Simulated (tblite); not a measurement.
Compound: C6H15NSi.
Numbering: `[CH3:1][CH2:2][CH2:3][N:4]1[CH2:5][CH2:6][CH2:7][SiH2:8]1` (hydrogens: H9, H10, H11 on C1; H12, H13 on C2; H14, H15 on C3; H16, H17 on C5; H18, H19 on C6; H20, H21 on C7; H22, H23 on Si8)

Cartesian coordinates in Å at the GFN2-xTB level; atoms count from 1:
```
atom  x, y, z in Å
C1    -2.3051    0.4880   -1.1891
C2    -2.2964   -0.0246    0.2442
C3    -1.1614   -1.0304    0.4816
N4     0.1469   -0.4830    0.2522
C5     0.7058    0.3668    1.2845
C6     1.9008    1.0958    0.6767
C7     2.6448    0.1076   -0.2185
Si8    1.2445   -0.9178   -0.9869
H9    -1.3646    0.9839   -1.4141
H10   -3.1172    1.1962   -1.3384
H11   -2.4309   -0.3365   -1.8877
H12   -3.2444   -0.5171    0.4702
H13   -2.1886    0.8168    0.9314
H14   -1.2296   -1.4120    1.5103
H15   -1.2928   -1.8738   -0.2003
H16   -0.0448    1.0804    1.6395
H17    1.0230   -0.2401    2.1467
H18    2.5399    1.5120    1.4578
H19    1.5309    1.9203    0.0638
H20    3.2734    0.6269   -0.9371
H21    3.2986   -0.5240    0.3824
H22    0.8147   -0.4539   -2.3138
H23    1.5477   -2.3547   -1.0452
```

All values are computed: GFN2-xTB (tblite) harmonic vibrations without scaling, gas phase. This tight-binding method is rough: wavenumbers can miss measured ones by several per cent, in bad cases by 10 to 20. Modes of hydrogen on silicon can be 10 to 20 % off. One conformer, not necessarily the lowest.

Harmonic wavenumbers (cm⁻¹): 49.0, 68.8, 91.5, 156.6, 212.2, 239.4, 256.0, 323.0, 384.1, 462.1, 478.7, 527.9, 544.3, 670.7, 701.5, 734.7, 802.8, 815.6, 832.1, 882.4, 907.0, 924.8, 967.7, 994.9, 1054.9, 1068.2, 1104.5, 1113.2, 1134.3, 1156.1, 1203.0, 1210.1, 1240.7, 1258.4, 1272.1, 1288.7, 1329.9, 1338.9, 1345.5, 1364.7, 1411.9, 1472.6, 1485.6, 1487.5, 1497.6, 1498.9, 1503.4, 1508.6, 2179.3, 2217.3, 2841.0, 2872.3, 2930.6, 2961.5, 2963.0, 2973.6, 2978.3, 2987.2, 2990.8, 3023.0, 3030.9, 3033.5, 3048.3.

A = 2822, B = 1132, C = 1005 MHz; mass 129.097 u (most abundant isotopes); point group C1, symmetry number 1.

Question: What is the zero-point energy?

Answer: Half the sum of the wavenumbers: 43704 cm⁻¹ = 522.82 kJ/mol.

Question: What is S at 400 K and 1 bar for an ideal gas of classical rigid rotors and harmonic oscillators?

Answer: Translation 175.58, rotation 124.98, vibration 166.08: S = 466.6 J/(mol K).

Question: And Cp and H(400 K) − H(0)?

Answer: Cp = 218.12 J/(mol K), of which vibrations give 184.86 (their classical limit is 63 R = 523.8); H(400 K) − H(0) = 48.56 kJ/mol without the zero-point energy, 35.26 from vibrations.

Question: Which modes carry the vibrational entropy at 400 K?

Answer: 49.0 cm⁻¹: 22.76; 68.8 cm⁻¹: 19.95; 91.5 cm⁻¹: 17.59; 156.6 cm⁻¹: 13.20; 212.2 cm⁻¹: 10.76; 239.4 cm⁻¹: 9.81 J/(mol K); the other 57 give 72.02 together.

Question: Blend soft modes into free rotors: weight 1/[1 + (100 cm⁻¹/ν̃)⁴] for the oscillator and the rest for a rotor with moment μB/(μ + B), μ = h/(8π²ν), B = 10⁻⁴⁴ kg m². What vibrational entropy results?

Answer: 152.88 J/(mol K) in place of 166.08, which changes −T·S at 400 K by +5.28 kJ/mol.

Question: What must be added to the electronic energy to get the Gibbs energy at 400 K and 1 bar?

Answer: ZPE + [H(400 K) − H(0)] − T·S = 522.82 + 48.56 − 186.66 = 384.72 kJ/mol.

Question: How do the functions run with temperature in this model?

Answer: 
| T (K) | S (J/(mol K)) | Cp (J/(mol K)) | H − H(0) (kJ/mol) | G − H(0) (kJ/mol) | ln q(vib) |
| --- | --- | --- | --- | --- | --- |
| 150 | 323.9 | 96.7 | 9.71 | -38.88 | 2.94 |
| 250 | 383.4 | 141.8 | 21.56 | -74.30 | 5.48 |
| 298.15 | 410.5 | 166.2 | 28.97 | -93.42 | 6.71 |
| 600 | 572.0 | 302.4 | 101.08 | -242.09 | 14.76 |
| 900 | 711.7 | 385.9 | 205.35 | -435.22 | 22.77 |

q(vib) and H(0) count from the zero-point level.

Hindered rotation and anharmonicity are outside this model. Other conformers, if any are populated, would add a mixing term that is left out. The structure is chiral; the term R ln 2 for an equal mix with its mirror image is left out.
